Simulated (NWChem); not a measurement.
# GeSiH₅OCl; SMILES O[SiH2][GeH2][Cl]

```xyz
9

O      1.3583     1.9062    -0.3202
Si    -0.2244     1.8076     0.1780
Ge    -0.7865    -0.5066    -0.0713
Cl     1.2196    -1.3655     0.2427
H      1.8612     1.0923    -0.1744
H     -1.0570     2.6914    -0.6828
H     -0.4223     2.1868     1.6103
H     -1.6943    -1.1573     0.9877
H     -1.2158    -0.9726    -1.4744
```
Atoms are numbered in this order, from 1.

Level: PBE0/def2-SVP (NWChem), optimised geometry, unscaled harmonic frequencies. 

List the harmonic frequencies with IR intensities, and the thermochemistry.


```json
[
 {"frequency (cm⁻¹)": "46", "IR intensity (km/mol)": "1.1"},
 {"frequency (cm⁻¹)": "112", "IR intensity (km/mol)": "6.1"},
 {"frequency (cm⁻¹)": "201", "IR intensity (km/mol)": "6.6"},
 {"frequency (cm⁻¹)": "350", "IR intensity (km/mol)": "9.0"},
 {"frequency (cm⁻¹)": "370", "IR intensity (km/mol)": "44.2"},
 {"frequency (cm⁻¹)": "395", "IR intensity (km/mol)": "81.4"},
 {"frequency (cm⁻¹)": "400", "IR intensity (km/mol)": "34.9"},
 {"frequency (cm⁻¹)": "541", "IR intensity (km/mol)": "5.7"},
 {"frequency (cm⁻¹)": "637", "IR intensity (km/mol)": "5.7"},
 {"frequency (cm⁻¹)": "720", "IR intensity (km/mol)": "42.3"},
 {"frequency (cm⁻¹)": "727", "IR intensity (km/mol)": "131.8"},
 {"frequency (cm⁻¹)": "821", "IR intensity (km/mol)": "56.5"},
 {"frequency (cm⁻¹)": "858", "IR intensity (km/mol)": "258.2"},
 {"frequency (cm⁻¹)": "899", "IR intensity (km/mol)": "65.6"},
 {"frequency (cm⁻¹)": "958", "IR intensity (km/mol)": "190.4"},
 {"frequency (cm⁻¹)": "962", "IR intensity (km/mol)": "100.0"},
 {"frequency (cm⁻¹)": "2152", "IR intensity (km/mol)": "96.5"},
 {"frequency (cm⁻¹)": "2162", "IR intensity (km/mol)": "92.9"},
 {"frequency (cm⁻¹)": "2224", "IR intensity (km/mol)": "124.9"},
 {"frequency (cm⁻¹)": "2262", "IR intensity (km/mol)": "101.0"},
 {"frequency (cm⁻¹)": "3827", "IR intensity (km/mol)": "118.1"}
]
```

```yaml
zero_point_energy: 30.9 kcal/mol
thermal correction to the enthalpy at 298.15 K (with zero-point energy): 35.9 kcal/mol
heat capacity Cv: 24.0 cal/(mol K)
entropy at 298.15 K and 1 atm (symmetry number 1): 85.8 cal/(mol K)
dipole_moment: 1.92 D
```

Rigid rotor and harmonic oscillator; modes under 100 cm⁻¹ make the entropy uncertain.
